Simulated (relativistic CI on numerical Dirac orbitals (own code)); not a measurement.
Quantum defects of the np series of Tl

Problem. The np 2P° levels with J = 1/2 of Tl lie at 6p: 0.0, 7p: 34159.9 cm⁻¹ (NIST Handbook of Basic Atomic Spectroscopic Data (Sansonetti and Martin, J. Phys. Chem. Ref. Data 34, 1559 (2005))), and the ionisation limit at 49266.7 cm⁻¹ (NIST ASD). Find the quantum defects and predict 8p.

Working.
1. The outer electron sees the charge z = 1; R = 109737.02 cm⁻¹ for this mass. The binding energy T = limit − E defines n* = z√(R/T).
2. Values: 6p: T = 49266.7, n* = 1.4925, δ = n − n* = 4.5075; 7p: T = 15106.8, n* = 2.6952, δ = n − n* = 4.3048.
3. With δ held at 4.3048: E(8p) = limit − Rz²/(8 − δ)² = 41230.0 cm⁻¹.
4. The Ritz form δ = δ₀ + a/n*² through the last two members has a = 0.6513 and δ₀ = 4.2151, so with n* ≈ 8 − 4.3048, δ(8) = 4.2628 and E = 41409.5 cm⁻¹.

Check. The measured level is 41368.1 cm⁻¹ (δ = 4.2726), so the two predictions miss by -138.1 and 41.4 cm⁻¹. A relativistic CI calculation tied to the same limit puts it at 40659 cm⁻¹. The defect is large because this electron penetrates the core.
